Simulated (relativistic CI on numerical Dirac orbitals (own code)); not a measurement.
## Level scheme of La XLVIII

Method of calculation: Dirac-Coulomb-Breit CI, orbitals from a KLI potential per configuration, QED by a radiative potential, unscaled Slater integrals (own radial code, finite nucleus).

Configuration list (outside the closed core 1s2): 2s²2p⁶, 2s²2p⁵3s, 2s²2p⁵3p, 2s²2p⁵3d, 2s2p⁶3s, 2s2p⁶3p, 2s2p⁶3d, 2s²2p⁵4s, 2s²2p⁵4p, 2s²2p⁵4d, 2s²2p⁵4f, 2s2p⁶4s, 2s²2p⁴3s², 2s2p⁶4p, 2s2p⁶4d, 2s2p⁶4f, 2s²2p⁴3s3p, 2s²2p⁵5s, 2s²2p⁵5p, 2s²2p⁵5d, 2s²2p⁵5f, 2s²2p⁵5g, 2s²2p⁴3s3d, 2s²2p⁴3p², 2s²2p⁴3p3d, 2s2p⁵3s², 2s²2p⁴3d², 2s2p⁵3s3p, 2s2p⁵3s3d, 2s2p⁵3p², 2s2p⁶5s, 2s2p⁶5p, 2s2p⁶5d, 2s2p⁶5f, 2s2p⁶5g, 2s2p⁵3p3d. Levels of other configurations are missing.

| No. | Configuration | Term | J | E (Ry) | % | Next component (%) | Landé g |
| --- | --- | --- | --- | --- | --- | --- | --- |
| 1 | 2s²2p⁶ | ¹S | 0 | 0.000 | 100 |  |  |
| 2 | 2s²2p⁵3s | ³P° | 2 | 348.600 | 100 |  | 1.483 |
| 3 | 2s²2p⁵3s | ¹P° | 1 | 349.038 | 66 | 34 ³P° | 1.149 |
| 4 | 2s²2p⁵3p | ³P | 1 | 355.970 | 48 | 35 ³S | 1.526 |
| 5 | 2s²2p⁵3p | ³D | 2 | 356.145 | 51 | 33 ¹D | 1.148 |
| 6 | 2s²2p⁵3p | ³D | 3 | 364.250 | 100 |  | 1.320 |
| 7 | 2s²2p⁵3p | ¹P | 1 | 364.251 | 57 | 34 ³S | 1.285 |
| 8 | 2s²2p⁵3p | ³P | 2 | 364.909 | 67 | 33 ¹D | 1.321 |
| 9 | 2s²2p⁵3p | ¹S | 0 | 367.753 | 57 | 43 ³P |  |
| 10 | 2s²2p⁵3d | ³P° | 0 | 372.682 | 100 |  |  |
| 11 | 2s²2p⁵3d | ³P° | 1 | 373.161 | 73 | 27 ³D° | 1.220 |
| 12 | 2s²2p⁵3d | ³F° | 3 | 373.402 | 55 | 38 ¹F° | 1.055 |
| 13 | 2s²2p⁵3d | ³D° | 2 | 373.751 | 56 | 17 ³F° | 1.088 |
| 14 | 2s²2p⁵3d | ³F° | 4 | 375.039 | 100 |  | 1.238 |
| 15 | 2s²2p⁵3d | ¹D° | 2 | 375.381 | 52 | 39 ³P° | 1.173 |
| 16 | 2s²2p⁵3d | ³D° | 3 | 375.926 | 70 | 28 ¹F° | 1.225 |
| 17 | 2s²2p⁵3d | ¹P° | 1 | 377.497 | 60 | 25 ³D° | 0.948 |
| 18 | 2s²2p⁵3s | ³P° | 0 | 379.870 | 100 |  |  |
| 19 | 2s²2p⁵3s | ³P° | 1 | 380.156 | 63 | 33 ¹P° | 1.298 |
| 20 | 2s²2p⁵3p | ³D | 1 | 387.176 | 73 | 23 ¹P | 0.649 |
| 21 | 2s²2p⁵3p | ³P | 0 | 389.665 | 57 | 43 ¹S |  |
| 22 | 2s²2p⁵3p | ³P | 1 | 395.537 | 51 | 27 ³S | 1.489 |
| 23 | 2s²2p⁵3p | ³D | 2 | 395.777 | 49 | 34 ¹D | 1.155 |
| 24 | 2s2p⁶3s | ³S | 1 | 404.553 | 98 | 1 2s²2p⁵3p ³S | 1.979 |
| 25 | 2s²2p⁵3d | ³F° | 2 | 404.601 | 74 | 21 ¹D° | 0.756 |
| 26 | 2s²2p⁵3d | ³D° | 1 | 405.946 | 47 | 38 ¹P° | 0.835 |
| 27 | 2s2p⁶3s | ¹S | 0 | 406.033 | 100 |  |  |
| 28 | 2s²2p⁵3d | ³P° | 2 | 406.581 | 46 | 37 ³D° | 1.278 |
| 29 | 2s²2p⁵3d | ³F° | 3 | 406.794 | 43 | 34 ¹F° | 1.102 |
| 30 | 2s2p⁶3p | ³P° | 0 | 411.934 | 100 |  |  |
| 31 | 2s2p⁶3p | ³P° | 1 | 412.104 | 68 | 30 ¹P° | 1.324 |
| 32 | 2s2p⁶3p | ³P° | 2 | 420.269 | 100 |  | 1.488 |
| 33 | 2s2p⁶3p | ¹P° | 1 | 420.596 | 69 | 31 ³P° | 1.151 |
| 34 | 2s2p⁶3d | ³D | 1 | 429.013 | 100 |  | 0.496 |
| 35 | 2s2p⁶3d | ³D | 2 | 429.287 | 81 | 19 ¹D | 1.124 |
| 36 | 2s2p⁶3d | ³D | 3 | 430.910 | 100 |  | 1.323 |
| 37 | 2s2p⁶3d | ¹D | 2 | 431.817 | 81 | 19 ³D | 1.026 |
| 38 | 2s²2p⁵4s | ³P° | 2 | 479.719 | 100 |  | 1.484 |
| 39 | 2s²2p⁵4s | ¹P° | 1 | 479.868 | 66 | 34 ³P° | 1.145 |
| 40 | 2s²2p⁵4p | ³P | 1 | 482.778 | 49 | 34 ³S | 1.517 |
| 41 | 2s²2p⁵4p | ³D | 2 | 482.831 | 50 | 33 ¹D | 1.149 |
| 42 | 2s²2p⁵4p | ³D | 3 | 486.157 | 100 |  | 1.322 |
| 43 | 2s²2p⁵4p | ¹P | 1 | 486.171 | 58 | 34 ³S | 1.286 |
| 44 | 2s²2p⁵4p | ³P | 2 | 486.400 | 67 | 33 ¹D | 1.323 |
| 45 | 2s²2p⁵4p | ¹S | 0 | 487.395 | 64 | 36 ³P |  |
| 46 | 2s²2p⁵4d | ³P° | 0 | 489.376 | 100 |  |  |
| 47 | 2s²2p⁵4d | ³P° | 1 | 489.551 | 71 | 29 ³D° | 1.199 |
| 48 | 2s²2p⁵4d | ³F° | 3 | 489.622 | 54 | 39 ¹F° | 1.057 |
| 49 | 2s²2p⁵4d | ³D° | 2 | 489.748 | 56 | 17 ³F° | 1.082 |
| 50 | 2s²2p⁵4d | ³F° | 4 | 490.354 | 100 |  | 1.240 |
| 51 | 2s²2p⁵4d | ¹D° | 2 | 490.479 | 51 | 39 ³P° | 1.180 |
| 52 | 2s²2p⁵4d | ³D° | 3 | 490.671 | 70 | 28 ¹F° | 1.228 |
| 53 | 2s²2p⁵4d | ¹P° | 1 | 491.266 | 64 | 22 ³D° | 0.964 |
| 54 | 2s²2p⁵4f | ³D | 1 | 492.271 | 100 |  | 0.507 |
| 55 | 2s²2p⁵4f | ³G | 4 | 492.310 | 52 | 46 ¹G | 1.022 |
| 56 | 2s²2p⁵4f | ³D | 2 | 492.395 | 56 | 42 ³F | 0.947 |
| 57 | 2s²2p⁵4f | ³F | 3 | 492.464 | 52 | 22 ³G | 0.995 |
| 58 | 2s²2p⁵4f | ³G | 5 | 492.663 | 100 |  | 1.192 |
| 59 | 2s²2p⁵4f | ¹D | 2 | 492.738 | 65 | 22 ³D | 0.998 |
| 60 | 2s²2p⁵4f | ¹F | 3 | 492.785 | 46 | 40 ³D | 1.132 |
| 61 | 2s²2p⁵4f | ³F | 4 | 492.840 | 73 | 21 ¹G | 1.178 |
| 62 | 2s²2p⁵4s | ³P° | 0 | 511.036 | 100 |  |  |
| 63 | 2s²2p⁵4s | ³P° | 1 | 511.100 | 66 | 34 ¹P° | 1.316 |
| 64 | 2s²2p⁵4p | ³D | 1 | 514.063 | 74 | 23 ¹P | 0.650 |
| 65 | 2s²2p⁵4p | ³P | 0 | 514.843 | 64 | 36 ¹S |  |
| 66 | 2s²2p⁵4p | ³P | 1 | 517.517 | 51 | 29 ³S | 1.498 |
| 67 | 2s²2p⁵4p | ³D | 2 | 517.566 | 50 | 33 ¹D | 1.157 |
| 68 | 2s²2p⁵4d | ³F° | 2 | 520.908 | 74 | 20 ¹D° | 0.757 |
| 69 | 2s²2p⁵4d | ³D° | 1 | 521.398 | 49 | 35 ¹P° | 0.834 |
| 70 | 2s²2p⁵4d | ³P° | 2 | 521.771 | 47 | 36 ³D° | 1.287 |

Energies count from the lowest computed level; ° marks odd parity.

The mean weight of the leading LS term, summed over parents, in these 70 levels is 71 %, and that of the leading jj configuration (from the same eigenvectors) 99 %, so jj coupling describes them better and the LS labels are nominal.

At this charge energies of transitions that change n are usually good to better than 1 %, and those within a shell (Δn = 0) to a few per cent.

LS names give the leading component of a level, which can be under half, so a name can repeat, a term be missing and a line seem to break the LS rules.
